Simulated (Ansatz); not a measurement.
`CC([SeH])[TeH]` + `C[SiH2]F` → `F[SiH2]C[TeH]` + `CC[SeH]`  (formal exchange of groups at a Te–C bond)

Program: Ansatz. Geometries: PBE0-D4/def2-TZVP. ΔE: electronic, gas phase. CCSD(T)/CBS is the MP2 limit (def2-TZVPP, def2-QZVPP) plus CCSD(T) − MP2 in def2-TZVPP, frozen cores. DFT in def2-TZVPP. B3LYP here is the variant with VWN-RPA as its local correlation; programs differ in this. def2 core potentials past Kr. For Se, Te outer-core shells are correlated without core-valence functions, which leaves a few kJ/mol of doubt a bond. Scalar relativity is left out up to krypton. Each species was taken in one conformer, which may not be the lowest.

`CC([SeH])[TeH]`:

```xyz
10

C     0.802   -0.678   -0.007
C    -0.250    0.289    0.484
Se   -2.023   -0.036   -0.275
Te    0.242    2.350    0.090
H     0.900   -0.634   -1.093
H     1.774   -0.449    0.438
H     0.531   -1.703    0.265
H    -0.341    0.263    1.571
H    -2.058   -1.474    0.060
H     0.423    2.072   -1.535
```

`C[SiH2]F`:

```xyz
8

C    -0.685    0.592    0.386
Si    0.583   -0.523   -0.377
F     1.730   -0.839    0.701
H    -0.237    1.536    0.705
H    -1.471    0.818   -0.340
H    -1.152    0.121    1.254
H    -0.008   -1.822   -0.785
H     1.240    0.118   -1.544
```

`F[SiH2]C[TeH]`:

Z-matrix (Å, degrees):
```
Si
C 1 1.855
F 1 1.602 2 109.3
H 1 1.486 2 111.1 3 117.3
H 1 1.481 2 110.5 3 -119.1
Te 2 2.152 1 111.9 3 57.0
H 2 1.090 1 113.3 3 -67.0
H 2 1.094 1 109.1 3 172.3
H 6 1.657 2 93.8 1 -46.8
```

`CC[SeH]`:

```xyz
9

C     0.648    0.737    0.046
C    -0.346   -0.297    0.524
Se   -1.601   -0.891   -0.857
H     1.291    1.058    0.871
H     0.140    1.616   -0.356
H     1.290    0.335   -0.741
H    -0.995    0.105    1.304
H     0.145   -1.180    0.930
H    -0.571   -1.483   -1.721
```

| level | ΔE (kJ/mol) |
| --- | --- |
| r2SCAN | -2.5 |
| B3LYP | -5.6 |
| SCS-MP2/def2-TZVPP | 2.5 |
| HF/CBS(def2) | -12.5 |

Question: What does CCSD(T)/CBS give? (Estimate.)

Answer: The calculation gave: +0.8 kJ/mol. The listed levels differ from it by -3.3, -6.4, 1.7, -13.3 kJ/mol.

Largest T1 diagnostic among the species: 0.011.

In def2-TZVPP, CCSD(T) changes the Hartree–Fock value by +12.0 kJ/mol (the triples alone add +2.4 kJ/mol) and MP2 by +18.4 kJ/mol. The D4 term adds +3.7 kJ/mol with B3LYP and +1.9 kJ/mol with PBE0; it sums over pairs of atoms, weighted by their polarisabilities, and B3LYP, whose exchange is more repulsive, gets the larger term.
